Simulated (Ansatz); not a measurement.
`C#C[Se][SiH3]` + `[OH][SbH2]` → `C#C[O][SbH2]` + `[SiH3][SeH]` at 600 K and 1 bar (substitution at a C–Se bond).

Gas-phase electronic energies from Ansatz, PBE0-D4/def2-TZVP geometries. CCSD(T)/CBS adds triple-zeta CCSD(T) − MP2 to the extrapolated MP2 energy (def2 sets, frozen cores). def2 core potentials past Kr. For Sb, Se outer-core shells are correlated without core-valence functions, which leaves a few kJ/mol of doubt a bond. Scalar relativity is left out up to krypton.

```csv
species,CCSD(T)/CBS energy (Eh),H − E (kJ/mol),S (J/(mol·K))
`C#C[Se][SiH3]`,-2768.23066,170.4,415.0
`[OH][SbH2]`,-316.98030,103.5,324.2
`C#C[O][SbH2]`,-392.99526,143.0,394.2
`[SiH3][SeH]`,-2692.20088,124.0,341.5
```

H − E and S are ideal-gas, rigid-rotor, harmonic terms from PBE0-D4/def2-TZVP. 1 Eh = 2625.50 kJ/mol, R = 8.31446 J/(mol·K).

Problem. By hand: ΔE, ΔH, ΔS and ΔG.

Solution. ΔE = (-392.99526) + (-2692.20088) − (-2768.23066) − (-316.98030) = 0.01482 Eh = 38.9 kJ/mol. Δ(H − E) = 143.0 + 124.0 − 170.4 − 103.5 = -6.9, so ΔH = 32.0 kJ/mol. ΔS = 394.2 + 341.5 − 415.0 − 324.2 = -3.5 J/(mol·K). ΔG = 32.0 − 600 × (-3.5)/1000 = 34.1 kJ/mol.

Problem. By hand: the equilibrium constant, and the temperature at which ΔG would vanish if ΔH and ΔS stayed fixed.

Solution. log₁₀ K = −ΔG/(RT ln 10) = -3.0. ΔH and −TΔS have one sign here, so there is no such temperature. One of them is within its doubt of zero, so this could turn.

The number of gas molecules stays the same, so ΔS is small and ΔH decides. A doubt of 5 kJ/mol in ΔE shifts log₁₀ K by 0.4 here. These are equilibria of isolated gas molecules and say nothing of rates. Largest T1 diagnostic: 0.015 (customary marks: 0.02 for closed shells, 0.045 for open ones).
